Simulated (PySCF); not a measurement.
Computed IR spectrum (relative IR intensity) of a molecule CH3NOSi. Coordinates come from a PBE0-D3(BJ)/def2-SVP optimisation. One conformer was computed; it need not be the lowest. Level of theory: PBE0-D3(BJ)/def2-SVP (PySCF). Frequencies are harmonic and unscaled.

ν (cm⁻¹): 610 (w), 625 (vw), 713 (w), 946 (w), 964 (m), 2253 (w), 2257 (m), 2497 (vs) (against the strongest line: vs over 80 %, s over 45 %, m over 15 %, w over 4 %, vw less)

Q: Pick the molecule that these values belong to.
A. O=C=N[SiH3]
B. N#CO[SiH3]
C. C1=N[SiH2]O1

A: A, O=C=N[SiH3]
